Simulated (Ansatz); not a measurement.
Calculated with Ansatz (gas phase, PBE0-D4/def2-TZVP geometries, no zero-point term in ΔE). CBS: MP2 limit from def2 TZ/QZ plus the TZ coupled-cluster correction, frozen cores. This one scheme is used for every species. DFT in def2-TZVPP. B3LYP here is the variant with VWN-RPA as its local correlation; programs differ in this. Each species was taken in one conformer, which may not be the lowest.

`N[SiH2]B(O)O` → `OBO` + `N[SiH]`  (silylene formation by 1,1-elimination)

`N[SiH2]B(O)O`:

Z-matrix (Å, degrees):
```
Si
B 1 2.037
N 1 1.744 2 103.3
H 1 1.491 2 112.4 3 113.5
H 1 1.498 2 114.0 3 -125.5
O 2 1.360 1 128.4 3 162.9
O 2 1.359 1 115.1 3 -17.1
H 3 1.010 1 117.7 2 -72.7
H 3 1.009 1 118.0 2 152.9
H 6 0.958 2 113.5 1 -1.5
H 7 0.965 2 110.5 1 -0.3
```

`OBO`:

Z-matrix (Å, degrees):
```
B
O 1 1.353
O 1 1.364 2 119.3
H 1 1.198 2 118.4 3 180.0
H 2 0.963 1 112.3 3 0.0
H 3 0.958 1 113.2 2 180.0
```

`N[SiH]`:

Cartesian coordinates in Å:
```
N 0.321 0.303 -0.351
Si 0.144 -0.446 1.173
H -0.361 0.311 -1.094
H 1.160 0.802 -0.602
H -1.264 -0.970 0.875
```

```json
{"level": "ωB97M-V", "ΔE (kcal/mol)": "28.1"}
{"level": "B3LYP", "ΔE (kcal/mol)": "24.8"}
{"level": "MP2/def2-TZVPP", "ΔE (kcal/mol)": "31.1"}
{"level": "MP2/CBS(def2)", "ΔE (kcal/mol)": "32.2"}
```

Question: What does CCSD(T)/CBS give? (An estimate is asked.)

Answer: Computed: +29.7 kcal/mol. The listed levels differ from it by -1.6, -4.9, 1.4, 2.5 kcal/mol.

Largest T1 diagnostic among the species: 0.015.

The D4 term adds +3.4 kcal/mol with B3LYP and +1.9 kcal/mol with PBE0; it sums over pairs of atoms, weighted by their polarisabilities, and B3LYP, whose exchange is more repulsive, gets the larger term. From PBE to PBE0 (25 % exact exchange), in def2-TZVPP and without D4, ΔE moves by +2.1 kcal/mol. In def2-TZVPP, CCSD(T) changes the Hartree–Fock value by +4.5 kcal/mol (the triples alone add +0.8 kcal/mol) and MP2 by +7.0 kcal/mol.

CCSD(T)/CBS has its own doubt, a few kJ/mol and more with outer-core shells, so smaller differences from it don't rank the levels.
